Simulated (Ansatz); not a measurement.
Ideal-gas functions of CH₄N₂OSi (`OC1=N[SiH2]N1`) at 400 K and 1 bar, from an Ansatz frequency run at PBE0-D4/def2-TZVP.

Molar mass 88.14 g/mol, point group C1 (symmetry number 1), electronic degeneracy 1, moments of inertia 43.202, 144.438, 181.178 u Å². Harmonic wavenumbers (cm⁻¹, unscaled): 167, 375, 443, 549, 592, 595, 662, 698, 770, 786, 887, 986, 1046, 1164, 1216, 1499, 1619, 2246, 2252, 3662, 3803.

Use S(trans) = R[1.5 ln M + 2.5 ln T − 1.1517]; rotational temperatures θ = 24.2544 K / I; S(rot) = R[ln(√π/σ · √(T³/θAθBθC)) + 1.5]; for each mode x = 1.438777 ν̃/T, S = R[x/(eˣ − 1) − ln(1 − e⁻ˣ)] and H = RT x/(eˣ − 1); 1 cm⁻¹ = 0.0119627 kJ/mol; R = 8.31446 J/(mol·K).

Problem. By hand: the entropy, in J/(mol·K).

Solution. Translation 170.8. Rotation: θ = 0.5614, 0.1679, 0.1339 K, giving 110.1. Vibration, mode by mode: 12.68, 6.43, 5.27, 3.89, 3.44, 3.41, 2.82, 2.55, 2.08, 1.99, 1.49, 1.12, 0.94, 0.66, 0.57, 0.24, 0.17, 0.02, 0.02, 0.00, 0.00, in all 49.8. Electronic 0.0. Sum 330.7 J/(mol·K).

Problem. By hand: H − E and G − E in kJ/mol, counted from the electronic energy.

Solution. Zero-point energy ½ × 26017 × 0.0119627 = 155.6; thermal vibration 12.7; translation, rotation and pV give 4 RT = 13.3. H − E = 181.6 kJ/mol, and G − E = 181.6 − 400 × 330.7/1000 = 49.3 kJ/mol.

Vibration gives 15 % of the entropy. The sum counts one conformer and one mirror image; others add a mixing term.
